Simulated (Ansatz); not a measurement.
```xyz
11

C     0.728    1.200   -1.515
Si   -0.594    0.581   -0.352
S    -1.229   -1.473   -0.621
B    -0.409   -0.888    0.883
N    -0.021   -1.494    2.065
H     0.314    1.384   -2.509
H     1.147    2.139   -1.144
H     1.534    0.470   -1.601
H    -1.726    1.541   -0.272
H     0.430   -0.990    2.808
H    -0.175   -2.470    2.259
```

Charge 0, multiplicity 1.

List the r2SCAN/def2-TZVPP orbital energies in eV (Ansatz). (Best estimate.)

Ansatz gave: Occupied: -2408.44, -1790.90, -385.53, -272.76, -212.89, -180.71, -156.90, -156.87, -156.83, -141.33, -96.26, -96.15, -96.13, -22.96, -18.95, -18.09, -13.28, -13.03, -12.25, -10.57, -10.38, -9.76, -8.70, -7.78, -7.62, -6.21, -5.78. Lowest empty: -0.89, -0.19, 0.71, 1.01, 1.60, 2.14, 2.19, 2.68.
